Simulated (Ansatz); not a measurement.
Frontier orbitals of C$_{2}$H$_{6}$InN (`CC#[N+][InH3-]`).

The species carries charge 0 and has multiplicity 1. Correlated methods include outer-core shells of In, which these sets cover unevenly. In: def2 effective core potential. The geometry is a stationary point of PBE0-D4/def2-TZVP. Basis def2-TZVPP, the Gaussian-basis code of Ansatz.

Orbital energies of one run (eV). Highest occupied ones, from the top: -5.96, -5.96, -8.66, -9.41, -9.41, -11.40, -12.35, -12.35, -13.73, -17.36, -17.36, -17.43, -17.43, -17.64. Empty: -1.39, -1.39, -0.74, -0.12, 0.99, 1.24.

(1) Which functional gave them?
A. PBE
B. B97M-V
C. ωB97X-V
D. r2SCAN0

## Answers

(1) A. HOMO energies: PBE -5.96, r2SCAN0 -7.29, ωB97X-V -9.48, B97M-V -6.32 eV.
